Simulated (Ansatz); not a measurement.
```xyz
9

C    -0.3278   -0.0152   -0.8003
O    -1.5460   -0.2587   -0.1614
Ga   -2.9621   -0.5683    0.8888
Si    1.0541    0.1599    0.4776
H    -0.0871   -0.8313   -1.4959
H    -0.3873    0.8984   -1.4082
H     1.1499   -1.0909    1.2780
H     0.7385    1.2858    1.3979
H     2.3679    0.4203   -0.1765
```

Charge 0, multiplicity 1. The bonds changed during the relaxation, so this is another structure than the one it started from.

Task: List the ωB97M-V/def2-TZVPP orbital energies in eV (the Gaussian-basis code of Ansatz). (Best estimate.)

Result: Computed: Occupied: -10153.03, -1806.58, -1256.47, -1110.61, -1110.61, -1110.54, -525.50, -282.40, -153.85, -147.69, -106.22, -106.22, -106.05, -101.80, -101.80, -101.79, -30.22, -25.31, -25.31, -25.28, -25.20, -25.20, -21.25, -17.39, -15.73, -14.99, -13.37, -11.83, -11.74, -10.32, -9.71, -9.47. Lowest empty: 0.75, 0.76, 2.19, 2.59, 3.22, 3.35, 4.02, 4.46.
